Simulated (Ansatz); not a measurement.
Relaxation of C₂H₇FN₂OSi (14 atoms, charge 0, multiplicity 1), to a largest force component of 0.02 eV/Å in at most 40 steps.

Level of theory: RKS PBE0/STO-3G in Ansatz.

```xyz
14
Properties=species:S:1:pos:R:3:forces:R:3
N -0.794 -1.462 -0.441 -3.15 5.62 -3.83
C -0.077 -1.182 0.541 -0.70 1.72 -0.62
N 0.524 -2.105 1.270 5.36 -0.81 5.54
O 0.260 0.077 0.973 0.23 1.20 0.57
C -0.425 1.140 0.228 -0.12 0.97 1.05
F -0.406 2.225 1.112 0.25 0.47 0.74
Si 0.414 1.725 -1.332 0.27 1.54 -3.19
H -0.827 -2.410 -0.621 -0.21 -5.10 -0.61
H 0.101 -2.987 1.401 -1.48 -2.58 -0.08
H 0.878 -1.746 2.201 -0.05 -0.37 -0.85
H -1.498 0.930 0.101 -0.60 -0.99 -0.54
H 1.817 2.159 -1.089 -1.07 -0.35 0.03
H -0.381 2.918 -1.937 1.16 -1.74 1.18
H 0.402 0.688 -2.378 0.11 0.43 0.61
```

Task: Where does it end, and by what steps?

Result: The forces met the threshold. Limits of this set-up: minimal basis. After 29 steps the energy has fallen by 1.469 eV; H8 moved furthest, 1.63 Å.

```
step  energy less start (eV)  largest force component (eV/Å)  accepted
   0                  0.0000                           5.619       yes
   2                 -1.3640                           0.495       yes
   4                 -1.4105                           0.382       yes
   6                 -1.4181                           0.081       yes
   8                 -1.4245                           0.162       yes
  10                 -1.4317                           0.096       yes
  12                 -1.4394                           0.235       yes
  14                 -1.4489                           0.226       yes
  16                 -1.4514                           0.341       yes
  18                 -1.4583                           0.076       yes
  20                 -1.4574                           0.424        no
  22                 -1.4644                           0.162       yes
  24                 -1.4665                           0.115       yes
  26                 -1.4684                           0.056       yes
  28                 -1.4689                           0.029       yes
  29                 -1.4690                           0.006       yes
```

```xyz
14
Properties=species:S:1:pos:R:3
N -1.566 -1.394 0.394
C -0.277 -1.282 0.616
N 0.666 -2.286 1.066
O 0.441 -0.109 0.310
C -0.445 0.936 -0.256
F -1.095 1.589 0.795
Si 0.687 2.082 -1.299
H -1.816 -2.389 0.681
H 0.233 -2.877 1.815
H 1.503 -1.808 1.477
H -1.216 0.421 -0.885
H 1.750 2.604 -0.476
H -0.111 3.168 -1.816
H 1.233 1.316 -2.392
```

Whether the end is a true minimum wasn't checked by a vibrational analysis.

Time of the run: 46 s on 1 CPU thread of a shared host.
